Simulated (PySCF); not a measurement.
**[Bi(NH3)]3+ at several levels of theory**

Computed with PySCF 2.14.0 (density fitting, no spin-orbit coupling) at the geometry relaxed with PBE0:

```xyz
5
[Bi(NH3)]3+ (singlet)
Bi    0.0000    0.0000   -0.1626
N     0.0000    0.0000    2.1554
H     0.9661    0.0000    2.5752
H    -0.4831    0.8366    2.5752
H    -0.4830   -0.8367    2.5752
```

```csv
level,basis,state,HOMO (eV),gap (eV),charge on Bi1 (e),dipole about the centre of mass (D),largest force component (eV/Å)
PBE0,"Bi def2-SVP with ECP60, N def2-SVP, H def2-SVP",singlet,-29.27,5.84,2.35,7.31,0.01
HF,the same,singlet,-31.88,11.96,2.44,6.87,0.64
wB97X,the same,singlet,-31.49,10.25,2.36,7.14,0.12
TPSSh,the same,singlet,-28.57,4.75,2.34,7.36,0.20
PBE0,"Bi def2-TZVP with ECP60, N def2-TZVP, H def2-TZVP",singlet,-29.17,5.78,2.30,7.43,0.50
PBE0,"Bi x2c-SVPall, N x2c-SVPall, H x2c-SVPall",singlet,-29.29,5.82,2.37,7.26,0.48
```

Charges are Mulliken's, which hang on the basis. The relaxation used the grid (50, 194), these runs (75, 302) or, all-electron (x2c bases, spin-free X2C Hamiltonian), (99, 590).

(1) What does B3LYP with Bi def2-SVP with ECP60, N def2-SVP, H def2-SVP give here?

Results:

(1) state singlet, HOMO (eV) -29.06, gap (eV) 5.22, charge on Bi1 (e) 2.33, dipole about the centre of mass (D) 7.39, largest force component (eV/Å) 0.21. Time: 1.2 s on 2 threads of Arm Neoverse V1, with other jobs on the host, from an already converged density.
